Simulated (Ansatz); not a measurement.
Relaxation of Zn₈S₇Cl₂ (charge 0, singlet) with RKS r2SCAN-D4/def2-SVP in Ansatz.

Positions (Å) and forces (eV/Å) at steps 18, 19, 20, 21, 22, 23, 24, 25, 26, 27, 28, 31, 32, 33, 34, 35, 36, 37 of 42:

```xyz
17
step=18 energy=-488177.0035 eV
S    -0.222   -3.582   -1.850    0.052    0.030    0.027
Zn   -0.603   -3.046    0.233   -0.064    0.102    0.057
Zn    1.050   -1.818   -1.484   -0.043   -0.050   -0.136
S    -0.582    0.275   -1.150    0.106    0.021    0.024
S     0.999   -1.788    1.470   -0.275   -0.008    0.116
Zn   -0.833   -0.395    1.262   -0.008   -0.099    0.038
Zn   -2.604    0.967   -1.573   -0.059   -0.062    0.029
S    -4.360    2.027   -0.871    0.007   -0.035    0.021
S    -1.328    1.734    2.179    0.076   -0.002    0.007
Zn   -3.098    1.962    0.897   -0.037   -0.025   -0.004
S     3.005   -0.652   -1.654   -0.002   -0.015   -0.006
Zn    2.914   -0.779    0.699    0.018    0.012   -0.033
Zn    2.185    1.374   -1.265    0.023    0.038    0.014
S     1.669    3.339   -0.507   -0.010   -0.070    0.009
Zn    0.000    2.203    0.327    0.017    0.034    0.004
Cl   -2.477   -2.107    1.339    0.216    0.097   -0.140
Cl    4.286    0.284    1.948   -0.018    0.033   -0.027
17
step=19 energy=-488177.0870 eV
S    -0.205   -3.609   -1.845    0.063    0.108    0.047
Zn   -0.573   -2.972    0.218   -0.036    0.074    0.055
Zn    1.032   -1.809   -1.586   -0.009   -0.033   -0.191
S    -0.525    0.282   -1.136   -0.022    0.020   -0.060
S     0.938   -1.781    1.575    0.017   -0.023    0.050
Zn   -0.821   -0.341    1.285   -0.010   -0.181    0.044
Zn   -2.602    0.855   -1.516    0.030   -0.074    0.049
S    -4.352    1.939   -0.835   -0.011   -0.066    0.032
S    -1.296    1.775    2.203   -0.010    0.028   -0.016
Zn   -3.090    1.916    0.934   -0.001    0.007    0.003
S     3.007   -0.673   -1.657   -0.067   -0.069    0.015
Zn    2.842   -0.804    0.694   -0.100   -0.060    0.065
Zn    2.216    1.367   -1.261    0.043   -0.003    0.024
S     1.698    3.325   -0.500    0.049    0.054   -0.002
Zn    0.029    2.210    0.348    0.011    0.064    0.004
Cl   -2.517   -1.994    1.184    0.087    0.114   -0.081
Cl    4.220    0.317    1.893   -0.034    0.040   -0.037
17
step=20 energy=-488177.1945 eV
S    -0.205   -3.604   -1.840   -0.038    0.028    0.006
Zn   -0.534   -2.888    0.208   -0.013    0.009    0.042
Zn    0.995   -1.786   -1.734    0.037    0.091   -0.128
S    -0.490    0.294   -1.139    0.077   -0.002   -0.009
S     0.921   -1.826    1.695   -0.096    0.016    0.015
Zn   -0.775   -0.330    1.316    0.016   -0.043    0.015
Zn   -2.612    0.740   -1.460    0.038   -0.105    0.111
S    -4.371    1.822   -0.796   -0.029   -0.045    0.039
S    -1.271    1.800    2.195    0.053    0.038    0.021
Zn   -3.090    1.894    0.957   -0.006   -0.041   -0.049
S     2.988   -0.710   -1.633   -0.045    0.002    0.017
Zn    2.761   -0.849    0.717   -0.056   -0.055    0.054
Zn    2.271    1.365   -1.228    0.063   -0.001    0.065
S     1.752    3.337   -0.493   -0.001   -0.052   -0.002
Zn    0.067    2.233    0.353    0.036    0.071   -0.058
Cl   -2.549   -1.857    1.048    0.041    0.048   -0.065
Cl    4.142    0.367    1.834   -0.078    0.042   -0.073
17
step=21 energy=-488177.3196 eV
S    -0.241   -3.565   -1.857   -0.042    0.037    0.008
Zn   -0.512   -2.813    0.191    0.043   -0.060   -0.053
Zn    0.965   -1.751   -1.882    0.051    0.100    0.036
S    -0.409    0.301   -1.143   -0.178    0.043    0.056
S     0.862   -1.851    1.797   -0.077   -0.074   -0.018
Zn   -0.753   -0.300    1.331    0.051    0.082   -0.001
Zn   -2.593    0.576   -1.357    0.089   -0.154    0.145
S    -4.368    1.685   -0.752    0.050   -0.060    0.082
S    -1.222    1.847    2.190   -0.018   -0.026   -0.039
Zn   -3.073    1.853    0.986   -0.017   -0.013   -0.073
S     2.977   -0.745   -1.600   -0.016   -0.065    0.012
Zn    2.668   -0.915    0.745    0.008    0.046   -0.004
Zn    2.351    1.358   -1.164    0.122   -0.043    0.123
S     1.806    3.346   -0.495    0.009    0.037   -0.020
Zn    0.095    2.275    0.334    0.066    0.015   -0.062
Cl   -2.582   -1.749    0.931    0.007    0.120   -0.077
Cl    4.027    0.448    1.746   -0.148    0.015   -0.116
17
step=22 energy=-488177.4706 eV
S    -0.268   -3.510   -1.884   -0.051    0.017    0.020
Zn   -0.505   -2.786    0.177    0.054   -0.083   -0.179
Zn    0.952   -1.698   -1.930    0.013    0.143    0.096
S    -0.402    0.314   -1.131    0.030    0.041    0.052
S     0.822   -1.906    1.847   -0.058   -0.041    0.020
Zn   -0.709   -0.281    1.340    0.075    0.217   -0.049
Zn   -2.616    0.412   -1.254    0.065   -0.217    0.190
S    -4.379    1.583   -0.712   -0.005   -0.005    0.086
S    -1.189    1.873    2.161    0.023   -0.019    0.045
Zn   -3.070    1.833    1.001   -0.003    0.004   -0.111
S     2.996   -0.780   -1.575   -0.081   -0.074    0.045
Zn    2.594   -0.965    0.755    0.059    0.051   -0.089
Zn    2.461    1.344   -1.076    0.172   -0.010    0.210
S     1.862    3.357   -0.511    0.018   -0.021   -0.048
Zn    0.141    2.302    0.310    0.005   -0.025   -0.106
Cl   -2.595   -1.627    0.826   -0.119   -0.011   -0.052
Cl    3.904    0.534    1.656   -0.198    0.031   -0.130
17
step=23 energy=-488177.6577 eV
S    -0.288   -3.467   -1.917   -0.065    0.017   -0.005
Zn   -0.507   -2.772    0.148    0.084   -0.087   -0.125
Zn    0.930   -1.645   -1.951   -0.009    0.163    0.098
S    -0.385    0.340   -1.128   -0.019   -0.024    0.057
S     0.775   -1.942    1.874   -0.032    0.009   -0.025
Zn   -0.678   -0.251    1.321    0.115    0.195   -0.046
Zn   -2.624    0.254   -1.141    0.029   -0.166    0.154
S    -4.375    1.500   -0.676    0.005    0.028    0.071
S    -1.152    1.896    2.143    0.013   -0.003    0.034
Zn   -3.051    1.837    1.003    0.008    0.042   -0.111
S     3.002   -0.813   -1.554   -0.036   -0.090    0.062
Zn    2.534   -1.010    0.750   -0.038   -0.063   -0.171
Zn    2.590    1.333   -0.957    0.180    0.022    0.298
S     1.910    3.364   -0.533   -0.003   -0.025   -0.066
Zn    0.172    2.326    0.276    0.033   -0.006   -0.112
Cl   -2.613   -1.576    0.779   -0.123   -0.121   -0.021
Cl    3.759    0.627    1.563   -0.141    0.108   -0.092
17
step=24 energy=-488177.8165 eV
S    -0.308   -3.429   -1.951    0.009    0.051   -0.052
Zn   -0.483   -2.788    0.124    0.022   -0.051   -0.011
Zn    0.909   -1.588   -1.940   -0.047    0.064    0.012
S    -0.397    0.339   -1.115   -0.099    0.039    0.019
S     0.748   -1.946    1.878    0.031   -0.027   -0.005
Zn   -0.658   -0.221    1.295    0.042    0.083   -0.012
Zn   -2.647    0.139   -1.042   -0.073   -0.047    0.082
S    -4.370    1.484   -0.656    0.089   -0.055    0.019
S    -1.126    1.916    2.131   -0.006    0.010   -0.053
Zn   -3.026    1.880    0.982    0.062    0.061   -0.040
S     3.008   -0.830   -1.540    0.020   -0.031    0.038
Zn    2.499   -1.058    0.716   -0.113   -0.169   -0.135
Zn    2.713    1.328   -0.805    0.072    0.100    0.159
S     1.925    3.367   -0.575    0.017   -0.060   -0.084
Zn    0.184    2.337    0.230    0.042    0.015   -0.067
Cl   -2.618   -1.615    0.767   -0.068   -0.115    0.045
Cl    3.646    0.686    1.500    0.001    0.131    0.087
17
step=25 energy=-488177.8897 eV
S    -0.304   -3.359   -2.010   -0.033    0.046    0.067
Zn   -0.471   -2.812    0.096   -0.006   -0.036   -0.030
Zn    0.871   -1.488   -1.941    0.010    0.152    0.013
S    -0.473    0.383   -1.117    0.008   -0.174   -0.012
S     0.719   -1.981    1.889   -0.002    0.062   -0.112
Zn   -0.640   -0.206    1.271    0.034   -0.027   -0.011
Zn   -2.716   -0.009   -0.935    0.038    0.018    0.012
S    -4.358    1.444   -0.627   -0.072    0.027    0.060
S    -1.069    1.947    2.076    0.038    0.053    0.102
Zn   -2.970    1.941    0.944    0.013   -0.002   -0.132
S     3.015   -0.823   -1.523   -0.045    0.052    0.175
Zn    2.452   -1.131    0.685    0.126    0.201    0.025
Zn    2.835    1.341   -0.656   -0.114    0.171   -0.104
S     1.954    3.373   -0.688    0.107   -0.166   -0.041
Zn    0.223    2.367    0.157    0.000    0.004   -0.053
Cl   -2.632   -1.704    0.814    0.053   -0.080    0.023
Cl    3.564    0.720    1.564   -0.157   -0.301    0.017
17
step=26 energy=-488177.9038 eV
S    -0.317   -3.239   -2.074   -0.013   -0.113   -0.049
Zn   -0.457   -2.807    0.053    0.018   -0.001    0.020
Zn    0.898   -1.393   -1.953    0.092   -0.033    0.019
S    -0.535    0.338   -1.119    0.011    0.311    0.071
S     0.695   -1.985    1.868   -0.045   -0.076    0.006
Zn   -0.634   -0.186    1.269    0.074   -0.036    0.054
Zn   -2.770   -0.096   -0.861   -0.060    0.015    0.012
S    -4.394    1.386   -0.537    0.192    0.054    0.135
S    -0.988    2.003    2.052   -0.032   -0.013   -0.129
Zn   -2.870    2.012    0.875   -0.139   -0.122   -0.121
S     3.049   -0.799   -1.448   -0.045   -0.007   -0.197
Zn    2.441   -1.159    0.706   -0.080   -0.145    0.000
Zn    2.855    1.355   -0.581   -0.071    0.044   -0.139
S     1.963    3.354   -0.814    0.050   -0.104    0.056
Zn    0.218    2.376    0.052    0.016   -0.100    0.005
Cl   -2.597   -1.788    0.856   -0.103    0.026    0.008
Cl    3.442    0.628    1.657    0.134    0.299    0.248
17
step=27 energy=-488177.9337 eV
S    -0.333   -3.243   -2.084   -0.022    0.007    0.015
Zn   -0.465   -2.841    0.050   -0.015    0.020   -0.010
Zn    0.871   -1.387   -1.913   -0.013    0.004   -0.025
S    -0.524    0.403   -1.096   -0.024   -0.107   -0.034
S     0.698   -2.018    1.849    0.024    0.007    0.032
Zn   -0.620   -0.205    1.282    0.019    0.030    0.014
Zn   -2.767   -0.107   -0.869    0.054    0.018   -0.020
S    -4.371    1.396   -0.556   -0.010   -0.018   -0.027
S    -0.994    1.982    2.069    0.000   -0.025   -0.039
Zn   -2.847    1.969    0.848    0.005    0.043    0.069
S     3.046   -0.835   -1.465   -0.012    0.002    0.005
Zn    2.449   -1.114    0.728   -0.021   -0.040   -0.004
Zn    2.838    1.326   -0.678   -0.005    0.050   -0.012
S     1.991    3.341   -0.794   -0.010    0.035   -0.014
Zn    0.260    2.375    0.115    0.043    0.013    0.023
Cl   -2.614   -1.777    0.852    0.003   -0.030   -0.008
Cl    3.381    0.736    1.662   -0.017   -0.011    0.036
17
step=28 energy=-488177.9314 eV rejected
S    -0.355   -3.271   -2.099    0.085   -0.009   -0.043
Zn   -0.476   -2.845    0.029   -0.052    0.004    0.036
Zn    0.913   -1.458   -1.955   -0.025    0.052    0.030
S    -0.486    0.338   -1.105    0.123    0.015    0.014
S     0.684   -2.084    1.863    0.041    0.000   -0.011
Zn   -0.584   -0.243    1.287   -0.057    0.050    0.011
Zn   -2.721   -0.050   -0.842   -0.064   -0.078   -0.029
S    -4.334    1.431   -0.515    0.009    0.071    0.058
S    -0.915    1.952    2.049   -0.054    0.013    0.018
Zn   -2.823    2.000    0.914    0.008   -0.031   -0.016
S     3.043   -0.793   -1.427    0.023   -0.073   -0.034
Zn    2.386   -1.106    0.739    0.050    0.024   -0.005
Zn    2.821    1.387   -0.677    0.019   -0.087   -0.028
S     1.964    3.390   -0.862    0.057    0.040   -0.040
Zn    0.299    2.335    0.065   -0.134    0.021    0.066
Cl   -2.614   -1.784    0.833    0.013    0.010   -0.007
Cl    3.197    0.800    1.704   -0.042   -0.021   -0.022
17
step=31 energy=-488177.9505 eV
S    -0.313   -3.276   -2.101    0.021    0.003   -0.006
Zn   -0.490   -2.842    0.026   -0.009    0.002   -0.006
Zn    0.921   -1.444   -1.940   -0.020   -0.005    0.005
S    -0.453    0.347   -1.068    0.020   -0.013    0.000
S     0.690   -2.098    1.855   -0.001    0.000    0.000
Zn   -0.571   -0.236    1.322    0.009    0.009   -0.009
Zn   -2.702   -0.048   -0.851   -0.018   -0.006    0.001
S    -4.307    1.449   -0.523    0.005    0.013    0.007
S    -0.923    1.956    2.085   -0.017    0.011    0.013
Zn   -2.815    1.993    0.929    0.012   -0.012   -0.010
S     3.076   -0.829   -1.447    0.014    0.012    0.029
Zn    2.387   -1.124    0.715    0.012    0.041    0.006
Zn    2.792    1.356   -0.738   -0.002   -0.026   -0.016
S     1.958    3.375   -0.895   -0.003    0.004   -0.019
Zn    0.304    2.364    0.115    0.007    0.021    0.038
Cl   -2.613   -1.775    0.825    0.003   -0.009    0.003
Cl    3.056    0.832    1.691   -0.032   -0.045   -0.036
17
step=32 energy=-488177.9582 eV
S    -0.287   -3.286   -2.117    0.012    0.021    0.005
Zn   -0.501   -2.846    0.008   -0.011    0.002   -0.001
Zn    0.941   -1.453   -1.939   -0.021   -0.012    0.002
S    -0.416    0.342   -1.041   -0.005   -0.056    0.000
S     0.677   -2.139    1.855    0.036    0.016   -0.013
Zn   -0.544   -0.243    1.347    0.014    0.007   -0.001
Zn   -2.671   -0.035   -0.840   -0.022    0.000    0.010
S    -4.266    1.476   -0.516    0.005   -0.001   -0.004
S    -0.897    1.949    2.116   -0.024    0.006   -0.012
Zn   -2.782    1.996    0.951    0.013    0.002    0.000
S     3.100   -0.840   -1.436    0.004    0.033    0.047
Zn    2.351   -1.130    0.707    0.017    0.068    0.028
Zn    2.762    1.356   -0.792    0.000   -0.025   -0.026
S     1.936    3.377   -0.961   -0.020   -0.023    0.013
Zn    0.337    2.368    0.152    0.052    0.050    0.041
Cl   -2.609   -1.777    0.819   -0.006   -0.002   -0.022
Cl    2.868    0.883    1.686   -0.043   -0.085   -0.067
17
step=33 energy=-488177.9661 eV
S    -0.271   -3.287   -2.123    0.017   -0.008   -0.006
Zn   -0.508   -2.850    0.002   -0.016    0.023   -0.014
Zn    0.963   -1.463   -1.932   -0.042   -0.006   -0.002
S    -0.385    0.322   -0.998    0.019   -0.025   -0.021
S     0.686   -2.178    1.856    0.013    0.009    0.010
Zn   -0.515   -0.257    1.385    0.002    0.027   -0.027
Zn   -2.651   -0.016   -0.833    0.007    0.003    0.017
S    -4.238    1.505   -0.518    0.011   -0.010   -0.013
S    -0.890    1.939    2.141   -0.033    0.020    0.017
Zn   -2.764    2.010    0.963    0.016   -0.006   -0.003
S     3.128   -0.847   -1.428    0.003    0.045    0.038
Zn    2.327   -1.136    0.694   -0.003    0.081    0.020
Zn    2.744    1.359   -0.862   -0.028   -0.015   -0.054
S     1.919    3.380   -1.009   -0.031   -0.046    0.032
Zn    0.386    2.365    0.206    0.075    0.031    0.017
Cl   -2.609   -1.778    0.799   -0.001   -0.027    0.012
Cl    2.678    0.931    1.657   -0.007   -0.096   -0.021
17
step=34 energy=-488177.9701 eV
S    -0.245   -3.305   -2.129   -0.007    0.014    0.003
Zn   -0.524   -2.834   -0.012   -0.010    0.005    0.010
Zn    0.974   -1.476   -1.940   -0.023   -0.024    0.002
S    -0.327    0.316   -0.957   -0.088   -0.053   -0.011
S     0.678   -2.198    1.856    0.018    0.018    0.003
Zn   -0.496   -0.246    1.420    0.018   -0.001    0.027
Zn   -2.601   -0.016   -0.815    0.005    0.006    0.002
S    -4.186    1.516   -0.546    0.022   -0.017   -0.004
S    -0.902    1.944    2.192   -0.037   -0.023   -0.047
Zn   -2.740    2.020    0.963   -0.007    0.013   -0.012
S     3.147   -0.858   -1.432   -0.005    0.077    0.032
Zn    2.281   -1.133    0.665   -0.011    0.039    0.019
Zn    2.707    1.354   -0.959   -0.028    0.011   -0.100
S     1.894    3.381   -1.041   -0.056   -0.078    0.077
Zn    0.459    2.357    0.310    0.112    0.085   -0.033
Cl   -2.614   -1.791    0.803    0.017    0.011   -0.039
Cl    2.496    0.968    1.621    0.081   -0.081    0.073
17
step=35 energy=-488177.9776 eV
S    -0.254   -3.304   -2.120   -0.002    0.004    0.004
Zn   -0.524   -2.832   -0.001    0.017   -0.006   -0.007
Zn    0.961   -1.472   -1.933   -0.017   -0.007   -0.005
S    -0.342    0.318   -0.949    0.021   -0.028   -0.019
S     0.687   -2.193    1.861   -0.016    0.028   -0.011
Zn   -0.494   -0.245    1.427   -0.015   -0.021    0.012
Zn   -2.613   -0.022   -0.823    0.010    0.016   -0.002
S    -4.199    1.510   -0.566    0.002   -0.010   -0.005
S    -0.931    1.943    2.186    0.086   -0.020   -0.001
Zn   -2.757    2.025    0.942    0.001   -0.002   -0.040
S     3.138   -0.851   -1.440   -0.025    0.062   -0.016
Zn    2.281   -1.123    0.661    0.019    0.023    0.032
Zn    2.708    1.362   -0.985   -0.022   -0.023   -0.039
S     1.890    3.385   -1.030   -0.044   -0.098    0.104
Zn    0.485    2.345    0.340    0.054    0.074   -0.036
Cl   -2.608   -1.789    0.792   -0.040   -0.016    0.020
Cl    2.571    0.945    1.638   -0.029    0.023    0.008
17
step=36 energy=-488177.9424 eV rejected
S    -0.283   -3.326   -2.142    0.049    0.080    0.030
Zn   -0.539   -2.821   -0.027   -0.042   -0.068   -0.016
Zn    0.939   -1.499   -1.934   -0.056   -0.068   -0.014
S    -0.324    0.308   -0.926    0.069   -0.030    0.069
S     0.670   -2.208    1.844    0.059    0.013    0.060
Zn   -0.479   -0.257    1.473   -0.042    0.044   -0.114
Zn   -2.594   -0.080   -0.783   -0.147    0.078   -0.115
S    -4.159    1.503   -0.581    0.144   -0.098   -0.007
S    -0.871    1.930    2.181   -0.056    0.105    0.070
Zn   -2.644    2.018    0.853   -0.043    0.104    0.046
S     3.099   -0.837   -1.429   -0.031    0.086    0.093
Zn    2.244   -1.015    0.713    0.031   -0.235   -0.236
Zn    2.565    1.354   -1.107    0.185   -0.025   -0.159
S     1.895    3.427   -1.010    0.164    0.009   -0.156
Zn    0.615    2.378    0.412   -0.385   -0.134    0.342
Cl   -2.665   -1.869    0.750    0.069   -0.004    0.047
Cl    2.531    0.993    1.714    0.032    0.144    0.060
17
step=37 energy=-488177.9861 eV
S    -0.271   -3.322   -2.119    0.007   -0.003   -0.003
Zn   -0.530   -2.835    0.000    0.007    0.002    0.011
Zn    0.947   -1.496   -1.935   -0.008    0.002   -0.001
S    -0.320    0.303   -0.927   -0.016    0.010    0.003
S     0.691   -2.191    1.857   -0.007   -0.019    0.008
Zn   -0.496   -0.250    1.452   -0.023   -0.007   -0.021
Zn   -2.595   -0.039   -0.821    0.005    0.003   -0.016
S    -4.168    1.511   -0.592    0.010   -0.005   -0.019
S    -0.925    1.934    2.206    0.013    0.005   -0.029
Zn   -2.710    2.037    0.895    0.012    0.008    0.024
S     3.118   -0.839   -1.454    0.011    0.002   -0.006
Zn    2.267   -1.082    0.661    0.008    0.031    0.001
Zn    2.657    1.363   -1.062    0.001    0.010   -0.020
S     1.884    3.398   -0.997    0.004   -0.003   -0.015
Zn    0.536    2.345    0.404   -0.015   -0.005    0.046
Cl   -2.627   -1.814    0.776    0.005    0.001    0.030
Cl    2.542    0.977    1.654   -0.016   -0.031    0.006
```

Single mean-field runs in def2-SVP are fitted with def2-universal-jkfit.
